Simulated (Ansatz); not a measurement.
Abridged output of a molecular run in Ansatz:

```
Functional definition: HF
997 factors; integrals over basis functions are off by at most 1.2e-3 eV
mean field evaluation 1: about -4335.9557 eV, gradient 3.8e1 eV
mean field evaluation 2: about -4335.9572 eV, gradient 3.8e1 eV
mean field evaluation 4: about -4339.6347 eV, gradient 3.2e0 eV
mean field evaluation 8: about -4339.6721 eV, gradient 1.1e-4 eV
mean field -4339.67207775 eV, -159.4800073218 hartree, gradient 2.7e-6 eV, S^2 0.000000; 0 other end points of the search recorded, 0 dependent functions left out
4 core orbitals not correlated: weight in the atoms' cores, before any rotation towards them, 1.000 or more for the frozen orbitals, at most 0.000 for the correlated occupied ones
reference -4339.67207775 eV, -159.4800073218 hartree; 12, 12 occupied and 80, 80 virtual orbitals, 997 factors
second order -14.95731432 eV of doubles, -0.00000000 eV of singles
cycle   1  -15.90922851 eV  change   -9.5e-1 eV  update   7.9e-2
cycle   2  -16.30245513 eV  change   -3.9e-1 eV  update   2.3e-2
cycle   3  -16.36993883 eV  change   -6.7e-2 eV  update   1.1e-2
cycle   4  -16.36823825 eV  change    1.7e-3 eV  update   3.4e-3
cycle   5  -16.36789164 eV  change    3.5e-4 eV  update   1.3e-3
cycle   6  -16.36760321 eV  change    2.9e-4 eV  update   3.7e-4
cycle   7  -16.36753721 eV  change    6.6e-5 eV  update   1.0e-4
cycle   8  -16.36753617 eV  change    1.0e-6 eV  update   2.9e-5
perturbative correction -0.45203433 eV, -0.0166119551 hartree
Total energy: -4356.49164824 eV, -160.0981151367 hartree
```

Its atoms:

Cartesian coordinates in Å:
```
C -0.946 1.006 -0.567
B -0.046 -0.055 0.176
C 1.229 -0.666 -0.525
N -0.381 -0.458 1.472
H -1.800 1.359 0.018
H -0.353 1.883 -0.852
H -1.333 0.594 -1.505
H 1.929 0.125 -0.812
H 1.775 -1.388 0.089
H 0.951 -1.168 -1.459
H -1.180 -0.103 1.969
H 0.155 -1.130 1.995
```

Q: Which basis set was used?
A. cc-pV(Q+d)Z
B. def2-TZVPPD
C. def2-SVP
D. cc-pV(T+d)Z

A: C. It gives 96 functions.

Q: Write the keys of the input that set method, charge and spin (a neutral closed shell needs none for the last two).

A: 
```yaml
correlation: {method: ccsd_t}
```
